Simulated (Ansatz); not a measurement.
Two members of one family (E4), computed with Ansatz in the gas phase; def2 core potentials for Sb, no spin–orbit coupling. The two geometries come from different levels. Binding counts from free atoms in the multiplicity of their measured ground term, without zero-point energy. A dash marks a value that wasn't run or was left out as unsound. The structures are stationary points that may keep the symmetry of their start. Remarks come from the PBE and PBE0 runs and from stability tests at other levels; not every state was tested. HOMO above LUMO (over both spins in singlets and doublets, within one spin in higher multiplets; at PBE or PBE0), or a gap under 0.15 eV within one spin, warns that the state may not be the lowest or that an electron is smeared out.

First: PAsSbSb tetrahedron (singlet, charge 0, PBE0-D4/def2-SVP geometry).

```csv
atom,x (Å),y (Å),z (Å)
P1,-0.703,-1.254,-0.206
As2,-0.542,0.911,-1.097
Sb3,1.641,-0.257,-0.208
Sb4,-0.396,0.601,1.511
```

```json
{"level": "PBE-D4/def2-SVP", "HOMO (eV)": "-5.71", "LUMO (eV)": "-2.14", "gap (eV)": "3.56", "vertical IE (eV)": "–", "vertical triplet (eV)": "–", "binding per atom (eV)": "2.66"}
{"level": "PBE-D4/def2-TZVP", "HOMO (eV)": "-5.71", "LUMO (eV)": "-2.21", "gap (eV)": "3.50", "vertical IE (eV)": "8.23", "vertical triplet (eV)": "3.03", "binding per atom (eV)": "2.75"}
{"level": "revPBE-D4/def2-TZVP", "HOMO (eV)": "-5.65", "LUMO (eV)": "-2.14", "gap (eV)": "3.51", "vertical IE (eV)": "–", "vertical triplet (eV)": "–", "binding per atom (eV)": "2.60"}
{"level": "r2SCAN-D4/def2-TZVP", "HOMO (eV)": "-5.96", "LUMO (eV)": "-2.13", "gap (eV)": "3.82", "vertical IE (eV)": "8.35", "vertical triplet (eV)": "2.97", "binding per atom (eV)": "2.51"}
{"level": "PBE0-D4/def2-SVP", "HOMO (eV)": "-6.63", "LUMO (eV)": "-1.56", "gap (eV)": "5.07", "vertical IE (eV)": "–", "vertical triplet (eV)": "–", "binding per atom (eV)": "2.43"}
```

Remarks: gap within one spin near zero at PBE or PBE0 (+1 doublet).

Second: AsSbSbSb tetrahedron (singlet, charge 0, PBE-D4/def2-SVP geometry).

```xyz
4

As   -0.490    1.365    0.645
Sb    1.318    0.359   -1.059
Sb    0.501   -1.043    1.285
Sb   -1.329   -0.681   -0.871
```

Problem. Estimate how these quantities change from the first to the second (second minus first).

Solution. 
```csv
level,Δ HOMO (eV),Δ LUMO (eV),Δ gap (eV),Δ vertical IE (eV),Δ vertical triplet (eV),Δ binding per atom (eV)
PBE-D4/def2-SVP,0.23,0.04,-0.19,–,–,-0.16
PBE-D4/def2-TZVP,0.21,0.04,-0.17,-0.34,-0.11,-0.19
revPBE-D4/def2-TZVP,0.21,0.04,-0.18,–,–,-0.21
r2SCAN-D4/def2-TZVP,0.22,0.01,-0.21,-0.35,-0.10,-0.20
PBE0-D4/def2-SVP,0.28,0.02,-0.26,–,–,-0.17
```

Remarks: gap within one spin near zero at PBE or PBE0 (+1 doublet).
